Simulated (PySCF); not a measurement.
## `CC[Si@H]1C[SiH2][C@H]1C`, C₅H₁₄Si₂

Geometry:
| atom | x (Å) | y (Å) | z (Å) |
| --- | --- | --- | --- |
| C1 | 2.931 | -0.039 | -0.496 |
| C2 | 1.471 | -0.070 | -0.931 |
| Si3 | 0.318 | -0.678 | 0.453 |
| C4 | -0.024 | 0.633 | 1.815 |
| Si5 | -1.861 | 0.808 | 1.294 |
| C6 | -1.561 | -0.602 | 0.019 |
| C7 | -1.947 | -0.322 | -1.428 |
| H8 | 3.572 | 0.324 | -1.299 |
| H9 | 3.266 | -1.035 | -0.216 |
| H10 | 3.061 | 0.614 | 0.364 |
| H11 | 1.373 | -0.713 | -1.805 |
| H12 | 1.171 | 0.930 | -1.247 |
| H13 | 0.783 | -1.984 | 0.948 |
| H14 | 0.109 | 0.263 | 2.828 |
| H15 | 0.562 | 1.545 | 1.742 |
| H16 | -2.187 | 2.098 | 0.679 |
| H17 | -2.843 | 0.513 | 2.341 |
| H18 | -2.063 | -1.521 | 0.327 |
| H19 | -1.474 | 0.590 | -1.785 |
| H20 | -3.026 | -0.200 | -1.525 |
| H21 | -1.639 | -1.138 | -2.080 |

Method used: TDDFT CAM-B3LYP/def2-SVPD circular dichroism and optical rotation, one conformer, gas phase (PySCF). Geometry: GFN2-xTB.

The molecule is flexible and this is one conformer; a measurement averages over conformers.

(1) Draw the ECD and absorption spectra from the lowest 16 states, each a Gaussian of half-width 0.3 eV at 1/e height.

## Answers

(1) 
| E (eV) | λ (nm) | Δε (L mol⁻¹ cm⁻¹) | ε (L mol⁻¹ cm⁻¹) |
| --- | --- | --- | --- |
| 5.80 | 214 | -0.93 | 26.4 |
| 5.95 | 208 | -3.84 | 109 |
| 6.10 | 203 | -9.58 | 272 |
| 6.25 | 198 | -14.40 | 414 |
| 6.40 | 194 | -12.49 | 388 |
| 6.55 | 189 | -4.25 | 263 |
| 6.70 | 185 | +4.71 | 357 |
| 6.85 | 181 | +10.35 | 1250 |
| 7.00 | 177 | +12.36 | 3750 |
| 7.15 | 173 | +12.82 | 7490 |
| 7.30 | 170 | +13.71 | 9780 |
| 7.45 | 166 | +19.35 | 8980 |
| 7.60 | 163 | +33.77 | 7410 |
| 7.75 | 160 | +47.44 | 7290 |
| 7.90 | 157 | +44.26 | 7800 |
| 8.05 | 154 | +25.62 | 7840 |

Δε uses R in velocity form, ε uses f in length form. Only the states computed contribute, so the short-wavelength end is incomplete.
